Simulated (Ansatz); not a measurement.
Stepwise reaction of `[OH][Sn][OH]` with methanol, as a gas-phase model of exchange steps in deposition or etching. ΔE in kJ/mol; ΔG adds harmonic PBE0-D4 terms to CCSD(T)/CBS, at 1 bar.

Calculated with Ansatz (gas phase, PBE0-D4/def2-TZVP geometries, no zero-point term in ΔE). CCSD(T)/CBS is the MP2 limit (def2-TZVPP, def2-QZVPP) plus CCSD(T) − MP2 in def2-TZVPP, frozen cores. This one scheme is used for every species. Functionals use def2-TZVPP. B3LYP here is the variant with VWN-RPA as its local correlation; programs differ in this. def2 core potentials past Kr. For Sn outer-core shells are correlated without core-valence functions, which leaves a few kJ/mol of doubt a bond. One conformer a species, not always the lowest.

| step | reaction | PBE-D4 | B3LYP-D4 | ωB97M-V | CCSD(T)/CBS | ΔG(500 K) |
| --- | --- | --- | --- | --- | --- | --- |
| 1 | `[OH][Sn][OH]` + CH₃OH → `C[O][Sn][OH]` + H₂O | 1.2 | 0.1 | 3.2 | 0.2 | -1.4 |
| 2 | `C[O][Sn][OH]` + CH₃OH → `C[O][Sn][O]C` + H₂O | 6.0 | 3.7 | 8.5 | 3.5 | 9.1 |

Q: By hand: ΔE of the 2 steps together at CCSD(T)/CBS.

A: (0.2) + (3.5) = 3.7 kJ/mol, or 1.9 kJ/mol a step.

In ΔE the steps differ by no more than 3.3 kJ/mol. ΔG lies between -1.4 and 9.1 kJ/mol a step. PBE-D4 differs from CCSD(T)/CBS by 1.0 to 2.5 kJ/mol a step. Isolated molecules leave out the surface, adducts and barriers. Largest T1 diagnostic: 0.018.
